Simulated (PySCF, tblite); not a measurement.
A set of runs on `C[CH2][Al]([Cl])[Br]`; the geometry of each is named by its level. Settings lines and outputs come from a driver script.

C2H5AlBrCl.
SMILES with atom numbers: `[CH3:1][CH2:2][Al:3]([Cl:4])[Br:5]` (hydrogens: H6, H7, H8 on C1; H9, H10 on C2)

Step 1: GFN2-xTB geometry optimisation, gas phase (tblite 0.8.0) (from a force-field or distance-geometry start)
```json
{"job": {"kind": "relax", "xc": "GFN2-xTB", "basis": "xTB"}, "charge": 0, "multiplicity": 1}
```
```
step      E/eV     max force
  0    -452.91952    1.966
  1    -453.07297    1.623
  2    -453.21824    1.126
...
 96    -453.32336    0.033
 97    -453.32351    0.025
 98    -453.32360    0.020
 99    -453.32364    0.010
100    -453.32365    0.003
```

Energy lowered by 9.3 kcal/mol over 100 steps; largest atomic force 0.003 eV/Å at the end. «max force» is the largest atomic force in eV/Å.

Time: 0.98 s wall. Hardware: one thread of an Arm Neoverse N1, shared host with 64 logical CPUs at a one-minute load of 56.

Step 2: GFN2-xTB harmonic vibrations, gas phase (tblite 0.8.0) (on the GFN2-xTB geometry)
```json
{"job": {"kind": "ir", "xc": "GFN2-xTB", "basis": "xTB"}, "charge": 0, "multiplicity": 1}
```
```
(table of modes left out)
```

24 modes from 29 to 3020 cm⁻¹ (unscaled, harmonic); zero-point energy 41.4 kcal/mol; all wavenumbers are real at this level.

The run took 0.45 s wall on one thread of an Arm Neoverse N1, on a shared host.

Step 3: TDDFT PBE0/def2-SVPD, vertical, gas phase, core orbitals frozen in the response (PySCF 2.14.0, density-fitted response routines) (on the GFN2-xTB geometry)
```json
{"job": {"kind": "uv", "xc": "PBE0", "basis": "def2-SVPD", "nstates": 8, "ntriplets": 3}, "charge": 0, "multiplicity": 1}
```
```
...
Static polarisability (au): isotropic 83.921, principal 66.361 91.029 94.372
Singlet excitations
state   eV       nm        f      main configurations
  1   5.7818    214.4   0.00317   H->L 0.99
  2   6.1299    202.3   0.00035   H-1->L 0.99
  3   6.3564    195.1   0.14216   H->L+1 0.90
  4   6.4830    191.2   0.00159   H-1->L+1 0.71, H-2->L 0.25
  5   6.6630    186.1   0.03264   H-2->L+1 0.97
  6   6.6884    185.4   0.11170   H-2->L 0.68, H-1->L+1 0.20
  7   7.3606    168.4   0.00149   H-3->L 0.97
  8   7.6696    161.7   0.03610   H-4->L 0.89
Triplet excitations (Tamm-Dancoff, eV): 5.3625 5.6695 5.9584
```

HOMO -8.23 eV, LUMO -1.09 eV; lowest singlet 5.78 eV; lowest triplet 5.36 eV (Tamm–Dancoff); mean polarisability 83.9 au.

On an Arm Neoverse N1 with one thread, on a shared host, this took 47 s (with the writing of density and orbital grids) and 0.67 GiB of memory at its peak.

Geometry of the electronic-property runs (GFN2-xTB):
```
atom  x, y, z in Å
C1    -1.2128    0.4122   -0.4013
C2    -0.2682   -0.6948    0.0887
Al3    1.6075   -0.0595    0.3688
Cl4    3.1500   -1.2084    1.0080
Br5    2.0275    2.1250   -0.0693
H6    -0.8704    0.8262   -1.3489
H7    -2.2217    0.0259   -0.5442
H8    -1.2610    1.2300    0.3165
H9    -0.6623   -1.1244    1.0201
H10   -0.2797   -1.5275   -0.6281
```

 (This holds for the electronic-property runs.)

One conformer stands for the species.
